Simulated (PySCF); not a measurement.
## Mo²⁺: ionisation energy

Mo²⁺ [Kr] 4d4 (5D) → Mo³⁺ [Kr] 4d3 (4F), as a difference of total energies. Computed with PySCF 2.14 in aug-cc-pVTZ-DK (9s8p6d3f2g, 102 functions), with the spin-free X2C one-electron Hamiltonian (Gaussian nucleus). Correlated levels: valence: [Kr] frozen. The calculations carry no spin-orbit coupling.

```tsv
method	ionisation energy (eV)
UHF	26.054
MP2 (valence)	26.583
SCS-MP2 (valence)	26.230
CCSD (valence)	26.646
CCSD(T) (valence)	26.654
```

Question: How much does correlation contribute at CCSD(T) (valence)?

Answer: 26.654 − (26.054) = 0.600 eV, measured against UHF.

A first-order spin-orbit estimate (lowest level to lowest level, LS coupling) adds -0.072 eV.

Errors of the correlated levels include the incompleteness of this basis and the frozen core.

For comparison: 27.13 ± 0.12 eV (semi-empirical (NIST evaluation); NIST Atomic Spectra Database, ionization energies).
